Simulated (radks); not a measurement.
Question: Radial electron density D(r) = 4 pi r^2 rho(r) of an atom or ion with 9 electrons. Calculated with a radial shooting solver on a logarithmic mesh with Libxc functionals: scalar-relativistic Kohn-Sham, PBEsol, spin-unpolarised, spherical densities, point nucleus.

r (bohr)  D(r) (e/bohr)
0.007681         0.2926
0.009457         0.4292
0.01164          0.6249
0.01445          0.9143
0.01779           1.304
0.02191           1.834
0.02719           2.567
0.03347           3.474
0.04155           4.628
0.05115           5.906
0.06298           7.251
0.07816           8.532
0.09623           9.411
0.1194            9.682
0.1471            9.159
0.1811            7.920
0.2247            6.245
0.2767            4.837
0.3406            4.162
0.4228            4.422
0.5205            5.264
0.646             6.045
0.7954            6.113
0.9792            5.335
1.215             3.930
1.496             2.487
1.842             1.334
2.287            0.5802
2.815            0.2151
3.494           0.06138
4.302           0.01404

What is the nuclear charge?

Answer: Z = 9. The innermost maximum, from 1s, lies near gamma/Z bohr with gamma = sqrt(1 - (Z/c)^2) = 0.998, here 0.111 bohr (found: 0.116), and its height grows with Z. The density is that of neutral fluorine in [He] 2s2 2p5; the configuration itself is not fixed sharply by these data. D(r) has 2 maxima, at r = 0.116, 0.728 bohr, and minima at 0.357 bohr, inside which lie 2.21 electrons.
